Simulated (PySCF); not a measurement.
# PW91 on O³⁺ (oxygen, charge +3)

Configuration: [He] 2s2 2p1, 2P determinant. Computed with PySCF 2.14 in def2-TZVPPD (6s4p3d1f, 40 functions), with no relativity, point nucleus.

| Item | Value |
| --- | --- |
| Total energy | -71.2087 hartree |
| One-electron energy | -86.1656 hartree |
| Hartree (Coulomb) energy | 21.7443 hartree |
| Exchange-correlation energy | -6.7874 hartree |
| Kinetic energy | 71.11081 hartree |
| ⟨S²⟩ | 0.7510 |
| ⟨L²⟩ | 2.003 |
| Sum of ⟨r⟩ | 3.267 bohr |
| Sum of ⟨r²⟩ | 3.391 bohr² |
| Traceless quadrupole moment −½Σ⟨3z² − r²⟩ along its main axis | -0.387 e·bohr² |
| Density at the nucleus (Gaussians lack the cusp) | 310 bohr⁻³ |
| Spin density at the nucleus | -0.119 bohr⁻³ |
| Langevin diamagnetic susceptibility | -2.69 ×10⁻⁶ cm³/mol |
| Time after the integrals | 0.42 s of wall time on 1 thread of Neoverse-V2 (shared host) |

```csv
shell,electrons,mean orbital energy (eV),"rms radius, mean of both spins (bohr)"
1s α,1,-586.88,0.231
1s β,1,-585.91,0.231
2s α,1,-80.261,1.07
2s β,1,-77.845,1.07
2p α,1,-66.805,1.01
```
